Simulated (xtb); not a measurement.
C₃H₉B₃O₃, charge +1, doublet, at a GFN2-xTB geometry (a state made from the parent by changing its charge; the spin is typed, not shown lowest); GFN2-xTB with GBSA(chcl3) (xtb 6.7.1).

Here is a job for xtb.
```
$ xtb mol.xyz --gfn 2 --chrg 1 --uhf 1 --gbsa chcl3 --json

# file mol.xyz
18

C     -1.86921833    -2.30973507    -0.20001952
B     -0.89781226    -1.07389565    -0.09636603
O      0.46707948    -1.27383094     0.04116915
B      1.29249091    -0.22209950     0.13036239
C      2.88350992    -0.49012124     0.28816344
O      0.86577880     1.05123225     0.09371161
B     -0.48969592     1.30369220    -0.04280953
C     -0.99428482     2.80118990    -0.08592043
O     -1.27447429     0.21916510    -0.12860370
H     -1.35306759    -3.26268703    -0.15703666
H     -2.42127881    -2.25763040    -1.13753568
H     -2.59061526    -2.27087706     0.61520608
H      3.22032040    -1.01336254    -0.60324959
H      3.03259602    -1.12420064     1.15805345
H      3.40374293     0.45452431     0.40072714
H     -1.70188331     2.96037468     0.72651878
H     -0.18888059     3.52145244     0.00580456
H     -1.51295973     2.97338817    -1.02797967
```

Output, abridged:

```
   ID    Z sym.   atoms
    1    6 C      1, 5, 8
    2    5 B      2, 4, 7
    3    8 O      3, 6, 9
    4    1 H      10-18

           -------------------------------------------------
          |                Calculation Setup                |
           -------------------------------------------------

           -------------------------------------------------
          |                 G F N 2 - x T B                 |
           -------------------------------------------------

      * Solvation model:               GBSA
        Solvent                        chcl3
        Parameter file                 internal GFN2-xTB/GBSA
        Dielectric constant                4.8100E+00
        Reference state                gsolv [1 M gas/solution]
        Free energy shift                  4.1068E-03 Eh       2.5771E+00 kcal/mol
        Temperature                        2.9815E+02 K
        Density                            1.4900E+00 kg/L
        Solvent mass                       1.1938E+02 g/mol
        Interaction kernel             Still
        Born radius scaling (c1)           1.3539E+00
        Born radii integrator          GBOBC
        Born offset                        1.4626E-02 a0       2.7639E-02 AA
        H-bond correction              false
        Ion screening                  false
        Surface tension                    1.0000E-05 Eh       1.5569E+01 dyn/cm
        Grid points                               230 per atom

          ...................................................
          :                      SETUP                      :
          :.................................................:
          :  # basis functions                  45          :
          :  # atomic orbitals                  45          :
          :  # shells                           27          :
          :  # electrons                        47          :
          :  max. iterations                   250          :
          :  Hamiltonian                  GFN2-xTB          :
          :  restarted?                      false          :
          :  GBSA solvation                   true          :
          :  PC potential                    false          :
          :  electronic temp.          300.0000000     K    :
          :  accuracy                    1.0000000          :
          :  -> integral cutoff          0.2500000E+02      :
          :  -> integral neglect         0.1000000E-07      :
[...]
         :: total energy             -26.751856379656 Eh    ::
[...]

Wiberg/Mayer (AO) data.
largest (>0.10) Wiberg bond orders for each atom

 ---------------------------------------------------------------------------
     #   Z sym  total        # sym  WBO       # sym  WBO       # sym  WBO
 ---------------------------------------------------------------------------
     1   6 C    3.969 --    10 H    0.976     2 B    0.968    11 H    0.930
                            12 H    0.930
     2   5 B    3.312 --     9 O    1.134     3 O    1.024     1 C    0.968
     3   8 O    2.436 --     4 B    1.199     2 B    1.024
     4   5 B    3.358 --     3 O    1.199     6 O    1.186     5 C    0.773
     5   6 C    3.874 --    15 H    0.966    14 H    0.943    13 H    0.939
                             4 B    0.773
     6   8 O    2.426 --     4 B    1.186     7 B    1.029
     7   5 B    3.319 --     9 O    1.159     6 O    1.029     8 C    0.939
     8   6 C    3.960 --    17 H    0.977     7 B    0.939    16 H    0.930
                            18 H    0.930
     9   8 O    2.535 --     7 B    1.159     2 B    1.134
    10   1 H    0.989 --     1 C    0.976
    11   1 H    0.978 --     1 C    0.930
    12   1 H    0.978 --     1 C    0.930
    13   1 H    0.979 --     5 C    0.939
    14   1 H    0.980 --     5 C    0.943
    15   1 H    0.983 --     5 C    0.966
    16   1 H    0.977 --     8 C    0.930
    17   1 H    0.989 --     8 C    0.977
    18   1 H    0.977 --     8 C    0.930
 ---------------------------------------------------------------------------

Topologies differ in total number of bonds
Writing topology from bond orders to xtbtopo.mol

molecular dipole:
                 x           y           z       tot (Debye)
 q only:        0.250      -0.002       0.021
   full:        0.234      -0.001       0.017       0.596
molecular quadrupole (traceless):
                xx          xy          yy          xz          yz          zz
 q only:        8.300      -1.214       4.626       2.112      -0.034     -12.925
  q+dip:        7.378      -1.504       2.828       1.720      -0.088     -10.206
   full:        7.083      -1.756       1.397       1.512      -0.129      -8.481

           -------------------------------------------------
          | TOTAL ENERGY              -26.751856379656 Eh   |
          | GRADIENT NORM               0.003746480384 Eh/α |
          | HOMO-LUMO GAP               5.259535924839 eV   |
           -------------------------------------------------

normal termination of xtb
```
